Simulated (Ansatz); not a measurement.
`[CH3][Cu-][NH3+]`, charge 0, multiplicity 1.

(1) Give a relaxed structure at PBE0-D4/def2-TZVP (Ansatz). (Estimate.)

Answers

(1) Computed: 
```xyz
9

C    -0.936    0.059    1.681
Cu   -0.011    0.001    0.020
N     0.950   -0.060   -1.706
H    -0.736    0.995    2.215
H    -0.632   -0.766    2.335
H    -2.019   -0.015    1.537
H     1.610   -0.830   -1.732
H     1.469    0.796   -1.868
H     0.306   -0.181   -2.481
```
Point group C3v.
This is one stationary point; other conformers may exist.
